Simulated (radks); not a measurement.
All-electron atom: neutral praseodymium in [Xe] 4f3 6s2.

Method: scalar-relativistic Kohn-Sham, revPBE, spin-polarised, spherical densities, finite nucleus; open shells are filled with parallel spins first (spin-orbit coupling, left out, can overturn this in heavy ions); Fermi nuclear charge, rms radius 4.8919 fm; computed with a radial shooting solver on a logarithmic mesh with Libxc functionals.

Energy parts (eV):
| part | energy |
|---|---|
| total | -251356.61 |
| kinetic | 266936.03 |
| electron-nucleus | -609805.47 |
| Hartree | 97393.01 |
| exchange-correlation | -5880.18 |

Orbitals (lengths in bohr, moments of r in powers of bohr; <r^-3> diverges for s and p1/2):
orbital  occ.  eigenvalue (eV)      <r^2>      <r^4>      <r>  <r^-3>
1s up       1        -41813.20  0.0007896  1.645e-06  0.02409       -
1s down     1        -41813.20  0.0007896  1.645e-06  0.02409       -
2s up       1        -6726.570    0.01253  0.0002698   0.1031       -
2s down     1        -6726.568    0.01253  0.0002698   0.1031       -
2p up       3        -6018.612    0.01001  0.0001981  0.09055    8481
2p down     3        -6018.612    0.01001  0.0001981  0.09055    8481
3s up       1        -1451.235    0.08475    0.01086   0.2724       -
3s down     1        -1450.524    0.08469    0.01085   0.2723       -
3p up       3        -1226.985    0.08479    0.01135   0.2705    1712
3p down     3        -1226.276    0.08471    0.01133   0.2704    1714
3d up       5        -912.1903    0.07219   0.009358   0.2475   234.2
3d down     5        -911.6427    0.07210   0.009331   0.2474   234.5
4s up       1        -289.1022     0.4374     0.2784   0.6227       -
4s down     1        -287.0681     0.4370     0.2779   0.6224       -
4p up       3        -215.8751     0.4947     0.3665   0.6596   369.0
4p down     3        -213.8117     0.4942     0.3659   0.6593   369.3
4d up       5        -111.1579     0.6143     0.6171   0.7275   41.40
4d down     5        -109.0501     0.6141     0.6182   0.7273   41.43
4f up       3          -1.8328      1.999      17.68    1.179   4.283
4f down     0          -0.0373      3.233      142.8    1.352   4.004
5s up       1         -39.5387      2.542      9.571    1.504       -
5s down     1         -38.1047      2.586      9.940    1.516       -
5p up       3         -21.8772      3.510      19.24    1.758   50.44
5p down     3         -20.7737      3.601      20.38    1.780   48.47
5d up       0          -2.1255      13.21      384.5    3.264   1.976
5d down     0          -1.7428      15.30      530.1    3.495   1.689
6s up       1          -3.4757      22.88      823.4    4.491       -
6s down     1          -3.3196      23.91      899.8    4.591       -
6p up       0          -1.2627      44.41       3298    6.214   2.849
6p down     0          -1.2077      46.50       3621    6.357   2.662

The highest occupied level is 4f up at -1.833 eV. The configuration is held as typed, so some empty levels lie below it. The electron density at the nucleus is 4.338e+05 e/bohr^3 (large components only).
